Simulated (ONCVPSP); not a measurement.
**Plane-wave convergence, ONCV potential for silicon (Si)**

ONCVPSP 4.0.1 input, shortened (lines: element, Z, core and valence counts, functional; n l f; lmax; l rc ep ncon nbas qcut; lloc lpopt rc5 dvloc0; l nproj debl; icmod fcfact rcfact), PBEsol, non-relativistic:

```
  Si 14.00    3    2  -116133      upf
    1    0    2.00
    2    0    2.00
    2    1    6.00
    3    0    2.00
    3    1    2.00
    2
    0    1.60    0.00    3    6    4.20
    1    1.70    0.00    3    7    4.70
    2    1.45    0.08    5    8    5.60
    4    5    1.20    6.00
    0    2    2.10
    1    3    2.20
    2    2    0.50
    0    0.00    0.00
```

Question: For each optimised wave give the share of its norm inside rc, the residual kinetic energy above qcut (Ha) and the cutoffs (Ha) for errors of 10, 1, 0.1 and 0.01 mHa per electron.

Answer:

| wave | norm inside rc | residual KE | 10 mHa | 1 mHa | 0.1 mHa | 0.01 mHa |
| --- | --- | --- | --- | --- | --- | --- |
| 3s | 0.263 | 3.2e-04 | 5.1 | 7.6 | 14.4 | 31.6 |
| s projector 2 | 0.105 | 1.4e-03 | 6.6 | 9.7 | 46.6 | 78.7 |
| 3p | 0.173 | 8.2e-06 | 2.1 | 3.2 | 8.1 | 11.1 |
| p projector 2 | 0.127 | 5.6e-04 | 4.4 | 8.4 | 70.5 | 121.4 |
| p projector 3 | 0.088 | 1.5e-02 | 18.6 | 78.4 | 115.6 | not reached |
| d projector 1 | 0.010 | 2.4e-04 | 2.9 | 10.1 | 19.7 | 83.1 |
| d projector 2 | 0.075 | 2.4e-03 | 10.4 | 18.7 | 65.0 | 130.8 |

The occupied waves need 7.6 Ha and 14 Ha for 1 and 0.1 mHa. Rows with under 1 % of the norm inside rc give no meaningful cutoff. Note: ghosts flagged at negative energy: p at -6222.2 eV; GHOST(+) flags only above 600 eV. A true bound ghost makes a file unfit for plane-wave use.
